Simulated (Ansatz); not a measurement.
Geometry optimisation, RKS PBE0-D4/def2-mTZVP in Ansatz 0.2.0.

input.yaml

```yaml
crystal:
  periodic: [false, false, false]
  atoms:
    - { symbol: Al, position_ang: [-0.5533, 0.4369, -0.2764] }
    - { symbol: Cl, position_ang: [-0.0842, -1.7976, 0.9692] }
    - { symbol: F, position_ang: [-0.9402, 0.2619, -1.8512] }
    - { symbol: F, position_ang: [-1.1947, 1.5648, 0.7125] }
    - { symbol: H, position_ang: [1.2328, -0.7471, 0.4907] }
    - { symbol: F, position_ang: [1.5395, 0.2811, -0.0448] }
basis:
  gaussian: { orbitals: def2-mTZVP }
hamiltonian:
  xc: pbe0
  dispersion: d4
relax:
  f_tol: 0.15
  max_steps: 25
  restrain:
    - { distance: [0, 5], at: 1.78, k: 30.0 }
    - { distance: [4, 1], at: 1.33, k: 30.0 }
    - { distance: [0, 1], at: 3.53, k: 30.0 }
    - { distance: [4, 5], at: 2.18, k: 30.0 }
output:
  orbitals: {}
```

Command:

```bash
$ ansatz run input.yaml --threads 2 --pin off --max-ram 3072MiB --backend cpu --events-out ev --progress --plain --runs-dir out
```

**Question.** Where does it end, and by what steps?

**Answer.** It converged. The restraints hold the end off the free minimum. After 6 steps the energy has fallen by 0.689 eV (the restraints' own energy left out); H5 moved furthest, 0.75 Å. Joined: Cl2–H5 (1.75 → 1.32 Å).

```csv
step,energy less start (eV),largest force component (eV/Å),accepted
0,0.0000,2.517,yes
1,0.3210,3.245,yes
2,-0.1289,3.600,yes
3,-0.6105,2.059,yes
4,-0.6558,2.711,yes
5,-0.5114,1.889,no
6,-0.6894,1.899,yes
```

```xyz
6
Properties=species:S:1:pos:R:3
Al -0.430 0.877 -0.499
Cl 0.230 -2.158 1.165
F -1.026 0.413 -1.941
F -1.258 1.748 0.600
H 1.263 -1.404 0.847
F 1.222 0.524 -0.173
```

Time of the run: 19 s on 2 threads of Intel(R) Xeon(R) Platinum 8488C (Sapphire Rapids), on a shared host, peak memory 0.24 GiB.
